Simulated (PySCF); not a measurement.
Species: C6H9F.
Z-matrix (Å and degrees, GFN2-xTB geometry), rows numbered from 1:
```
F 
C   1  1.3743
C   2  1.5264  1  110.61
C   3  1.5045  2  112.79  1   -71.12
C   4  1.3204  3  112.16  2  -131.12
C   5  1.4987  4  112.28  3    -0.52
C   6  1.5388  5  103.67  4    10.60
H   2  1.0956  1  106.59  3   121.00
H   2  1.0952  1  106.77  3  -121.39
H   3  1.0965  2  107.49  1    49.79
H   4  1.0756  3  120.89  2    49.64
H   5  1.0761  4  126.23  3  -178.91
H   6  1.0907  5  112.04  4   131.96
H   6  1.0932  5  109.91  4  -108.63
H   7  1.0882  3  111.95  2  -100.21
H   7  1.0911  3  109.22  2    19.32
```

Theory: PBE0/pcSseg-1 in PySCF (dipole) on a GFN2-xTB geometry, gas phase.

Take the most abundant isotopes and a rigid rotor. The values belong to one conformer with, in the numbering `[F:1][CH2:2][C@@H:3]1[CH:4]=[CH:5][CH2:6][CH2:7]1`, F1–C2–C3–C4 -71°, C2–C3–C4–C5 -131°, C4–C5–C6–C7 11°, C5–C6–C7–C3 -16°, C2–C3–C7–C6 137°.

Question: Give the principal moments of inertia and the rotational constants in MHz.

Answer: Ia = 81.92, Ib = 291.63, Ic = 349.77 u·Å²; 505379 MHz·u·Å²/I gives A = 6169, B = 1733, C = 1445 MHz.

Question: Classify the top.

Answer: An asymmetric top; Ray's κ = -0.878.

Question: Is it planar, by Δ = Ic − Ia − Ib?

Answer: Not planar: Δ = Ic − Ia − Ib = -23.77 u·Å². For a rigid frame Δ = −2 Σ m c², so Σ m c² = 11.89 u·Å² lies off the ab plane: 7.55 from hydrogen and 4.33 from heavier atoms. The atom farthest from that plane is 1.47 Å away.

Question: Where do the levels up to J = 5 lie, in MHz?

Answer: Above 0(0,0):
J = 1: 1(0,1) 3178, 1(1,1) 7614, 1(1,0) 7902
J = 2: 2(0,2) 9520, 2(1,2) 13682, 2(1,1) 14546, 2(2,1) 27855, 2(2,0) 27869
J = 3: 3(0,3) 18999, 3(1,3) 22775, 3(1,2) 24503, 3(2,2) 37389, 3(2,1) 37457, 3(3,1) 60300, 3(3,0) 60300
J = 4: 4(0,4) 31577, 4(1,4) 34884, 4(1,3) 37762, 4(2,3) 50090, 4(2,2) 50291, 4(3,2) 73037, 4(3,1) 73040, 4(4,1) 105077, 4(4,0) 105077
J = 5: 5(0,5) 47203, 5(1,5) 49998, 5(1,4) 54308, 5(2,4) 65949, 5(2,3) 66413, 5(3,3) 88969, 5(3,2) 88980, 5(4,2) 120996, 5(4,1) 120996, 5(5,1) 162192, 5(5,0) 162192

Question: Predict some low-J microwave lines.

Answer: The dipole components are |μa| = 1.64 D, |μb| = 1.09 D, |μc| = 0.38 D. The squared components, which scale the intensities, stand as 1.00 : 0.44 : 0.05 (a : b : c). Some lines, for components of 0.1 D or more:

```json
{"type": "a", "branch": "Q", "J(Ka,Kc)": "2(1,1) ← 2(1,2)", "MHz": "864", "lower level (cm⁻¹)": "0.456"}
{"type": "b", "branch": "R", "J(Ka,Kc)": "2(0,2) ← 1(1,1)", "MHz": "1906", "lower level (cm⁻¹)": "0.254"}
{"type": "a", "branch": "R", "J(Ka,Kc)": "1(0,1) ← 0(0,0)", "MHz": "3178", "lower level (cm⁻¹)": "0.000"}
{"type": "c", "branch": "Q", "J(Ka,Kc)": "2(1,2) ← 2(0,2)", "MHz": "4162", "lower level (cm⁻¹)": "0.318"}
{"type": "c", "branch": "Q", "J(Ka,Kc)": "1(1,1) ← 1(0,1)", "MHz": "4436", "lower level (cm⁻¹)": "0.106"}
{"type": "b", "branch": "Q", "J(Ka,Kc)": "1(1,0) ← 1(0,1)", "MHz": "4725", "lower level (cm⁻¹)": "0.106"}
{"type": "b", "branch": "Q", "J(Ka,Kc)": "2(1,1) ← 2(0,2)", "MHz": "5026", "lower level (cm⁻¹)": "0.318"}
{"type": "a", "branch": "R", "J(Ka,Kc)": "2(1,2) ← 1(1,1)", "MHz": "6068", "lower level (cm⁻¹)": "0.254"}
{"type": "a", "branch": "R", "J(Ka,Kc)": "2(0,2) ← 1(0,1)", "MHz": "6342", "lower level (cm⁻¹)": "0.106"}
{"type": "a", "branch": "R", "J(Ka,Kc)": "2(1,1) ← 1(1,0)", "MHz": "6644", "lower level (cm⁻¹)": "0.264"}
{"type": "b", "branch": "R", "J(Ka,Kc)": "1(1,1) ← 0(0,0)", "MHz": "7614", "lower level (cm⁻¹)": "0.000"}
{"type": "c", "branch": "R", "J(Ka,Kc)": "1(1,0) ← 0(0,0)", "MHz": "7902", "lower level (cm⁻¹)": "0.000"}
{"type": "b", "branch": "R", "J(Ka,Kc)": "2(1,2) ← 1(0,1)", "MHz": "10504", "lower level (cm⁻¹)": "0.106"}
{"type": "c", "branch": "R", "J(Ka,Kc)": "2(1,1) ← 1(0,1)", "MHz": "11368", "lower level (cm⁻¹)": "0.106"}
{"type": "c", "branch": "Q", "J(Ka,Kc)": "2(2,1) ← 2(1,1)", "MHz": "13309", "lower level (cm⁻¹)": "0.485"}
{"type": "b", "branch": "Q", "J(Ka,Kc)": "2(2,0) ← 2(1,1)", "MHz": "13323", "lower level (cm⁻¹)": "0.485"}
{"type": "b", "branch": "Q", "J(Ka,Kc)": "2(2,1) ← 2(1,2)", "MHz": "14174", "lower level (cm⁻¹)": "0.456"}
{"type": "b", "branch": "R", "J(Ka,Kc)": "2(2,1) ← 1(1,0)", "MHz": "19953", "lower level (cm⁻¹)": "0.264"}
{"type": "c", "branch": "R", "J(Ka,Kc)": "2(2,0) ← 1(1,0)", "MHz": "19967", "lower level (cm⁻¹)": "0.264"}
{"type": "c", "branch": "R", "J(Ka,Kc)": "2(2,1) ← 1(1,1)", "MHz": "20241", "lower level (cm⁻¹)": "0.254"}
{"type": "b", "branch": "R", "J(Ka,Kc)": "2(2,0) ← 1(1,1)", "MHz": "20255", "lower level (cm⁻¹)": "0.254"}
```

Question: Estimate the classical rotational partition function at 10 K, 25 K and 500 K.

Answer: Point group C1, symmetry number σ = 1; q = (√π/σ)·√((kT/h)³/(ABC)), k/h = 20836.6 MHz/K: 1360 at 10 K, 5360 at 25 K, 480000 at 500 K.

No frequency check. Constants of a rigid frame at the computed geometry: no zero-point averaging, no centrifugal distortion.
